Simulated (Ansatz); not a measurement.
`O=C=[N][Al]([F])[F]` + HBr → `[F][Al]([F])[Br]` + `N=C=O` at 400 K and 1 bar (ligand exchange at the Al–N bond).

Isolated molecules relaxed with PBE0-D4/def2-TZVP in Ansatz; ΔE leaves out vibrations. CBS: MP2 limit from def2 TZ/QZ plus the TZ coupled-cluster correction, frozen cores. This one scheme is used for every species. For Br outer-core shells are correlated without core-valence functions, which leaves a few kJ/mol of doubt a bond. Scalar relativity is left out up to krypton. Each species was taken in one conformer, which may not be the lowest.

```
              species  CCSD(T)/CBS energy (Eh)  H − E (kJ/mol)  S (J/(mol·K))
`O=C=[N][Al]([F])[F]`               -609.73954            79.7          374.4
                  HBr              -2573.91920            27.6          207.2
   `[F][Al]([F])[Br]`              -3015.14527            39.2          331.0
              `N=C=O`               -168.51995            72.4          252.4
```

H − E and S are ideal-gas, rigid-rotor, harmonic terms from PBE0-D4/def2-TZVP, for one conformer and one mirror image of each species. 1 Eh = 2625.50 kJ/mol, R = 8.31446 J/(mol·K).

**Question.** By hand: ΔE, ΔH, ΔS and ΔG.

**Answer.** ΔE = (-3015.14527) + (-168.51995) − (-609.73954) − (-2573.91920) = -0.00648 Eh = -17.0 kJ/mol. Δ(H − E) = 39.2 + 72.4 − 79.7 − 27.6 = 4.3, so ΔH = -12.7 kJ/mol. ΔS = 331.0 + 252.4 − 374.4 − 207.2 = 1.8 J/(mol·K). ΔG = -12.7 − 400 × (1.8)/1000 = -13.4 kJ/mol.

**Question.** By hand: the equilibrium constant, and the temperature at which ΔG would vanish if ΔH and ΔS stayed fixed.

**Answer.** log₁₀ K = −ΔG/(RT ln 10) = 1.7. ΔH and −TΔS have one sign here, so there is no such temperature.

The number of gas molecules stays the same, so ΔS is small and ΔH decides. A doubt of 5 kJ/mol in ΔE shifts log₁₀ K by 0.7 here. Other conformers and mirror images would add mixing entropy, several J/(mol·K) or more a flexible species. Modes under 60 cm⁻¹, often nearly free rotors, make the harmonic entropy too high. These are equilibria of isolated gas molecules and say nothing of rates. Largest T1 diagnostic: 0.018 (customary marks: 0.02 for closed shells, 0.045 for open ones).

ΔS is within the doubt of such terms, so its sign, and with it that verdict, could turn.
